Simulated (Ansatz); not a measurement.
Ansatz (a first-principles code) input file for CH4BFO2, SMILES COB(F)O, PBE0/def2-SVPD. Geometry: PBE0-D3(BJ)/def2-SVP. One conformer was computed; it need not be the lowest.

Ansatz 0.2 input:
```yaml
crystal:
  periodic: [false, false, false]
  atoms:
    - {symbol: B, position_ang: [-0.01594032, 0.08379484, 0.50467627]}
    - {symbol: F, position_ang: [-0.35015438, -0.30898063, 1.73676856]}
    - {symbol: O, position_ang: [0.59693550, 1.28084174, 0.31735333]}
    - {symbol: H, position_ang: [0.73445821, 1.75218240, 1.14430137]}
    - {symbol: O, position_ang: [-0.30963046, -0.74366642, -0.51289882]}
    - {symbol: C, position_ang: [-0.00370735, -0.43338171, -1.84811569]}
    - {symbol: H, position_ang: [0.67980763, -1.19527206, -2.25435787]}
    - {symbol: H, position_ang: [-0.92755956, -0.44836804, -2.44695485]}
    - {symbol: H, position_ang: [0.46818848, 0.55619688, -1.94422901]}
basis:
  gaussian:
    orbitals: def2-SVPD
hamiltonian:
  xc: {name: PBE0}
```

Output:

```
WARN ansatz: RAYON_NUM_THREADS=1 ignored (pool sized by the plan → 1); use --threads N
Functional definition: PBE0
integrals: 0.06 GiB planned
1139 factors; their error is unknown
mean field: 0.57 GiB planned
mean field evaluation 1: about -8571.9311 eV, gradient 6.2e1 eV
mean field evaluation 2: about -8566.1226 eV, gradient 8.5e1 eV
mean field evaluation 4: about -8578.7154 eV, gradient 3.1e0 eV
mean field evaluation 8: about -8578.7322 eV, gradient 3.4e-2 eV
mean field evaluation 16: about -8578.7511 eV, gradient 1.5e-5 eV
mean field -8578.75107045 eV, -315.2632869526 hartree, gradient 1.5e-5 eV, S^2 0.000000; 0 other end points of the search recorded, 0 dependent functions left out
reference -8578.75110550 eV, -315.2632882409 hartree; 20, 20 occupied and 121, 121 virtual orbitals, 1139 factors
Total energy: -8578.75110550 eV, -315.2632882409 hartree
```

The run converged.

Cost: very roughly 1.7 core-seconds.
